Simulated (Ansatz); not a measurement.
Total energies of CH₅GaSSi (`[SiH3][GaH][CH]=S`).

Cartesian coordinates in Å:
```
Si -1.415 -0.777 0.506
Ga 0.631 -0.354 -0.669
C 1.724 1.142 0.015
S 0.902 2.212 -0.888
H -1.296 -2.007 1.341
H -1.741 0.360 1.409
H -2.559 -0.979 -0.426
H 1.207 -1.046 -1.948
H 2.548 1.449 0.659
```

The species carries charge 0 and has multiplicity 1. Correlated methods include outer-core shells of Ga, which these sets cover unevenly. Scalar relativity is left out up to krypton. Geometry: relaxed with PBE0-D4/def2-TZVP. It is one conformer, not always the lowest. Basis def2-TZVPP, the Gaussian-basis code of Ansatz.

RPA on PBE orbitals: Hartree–Fock energy of these orbitals -2650.40542 Eh, correlation -1.17809 Eh (frozen core).

```csv
functional,energy without D4 (Eh),D4 term (kJ/mol)
BLYP,-2653.68589,-49.1
r2SCAN,-2653.55388,-5.4
B97M-V,-2653.10263,–
PBE0,-2653.07583,-19.9
B3LYP,-2653.73603,-37.9
r2SCANh,-2653.53632,-5.9
HSE06 (plane-wave form),-2653.05876,-18.9
LC-ωPBE,-2653.15024,–
ωB97M-V,-2653.46641,–
PBE-QIDH,-2652.55949,–
```

Task: Give the same for LDA (SPW92), PBE, revPBE, r2SCAN0, BHLYP, CAM-B3LYP, ωB97X-V, B2PLYP. (Best estimate.)

Result: The calculation gave: 
```tsv
functional	energy without D4 (Eh)	D4 term (kJ/mol)
LDA (SPW92)	-2647.69103	–
PBE	-2652.97283	-23.2
revPBE	-2653.36145	-58.0
r2SCAN0	-2653.51172	-6.6
BHLYP	-2653.58384	-34.1
CAM-B3LYP	-2653.74743	-20.8
ωB97X-V	-2653.34478	–
B2PLYP	-2652.99065	–
```

B3LYP takes the VWN-RPA correlation (the form of Gaussian; ORCA's B3LYP/G). HSE06 is the plane-wave form, built on full-range PBE exchange. The double hybrids freeze the cores in their second-order part.

LC-ωPBE has ω = 0.4 bohr⁻¹.
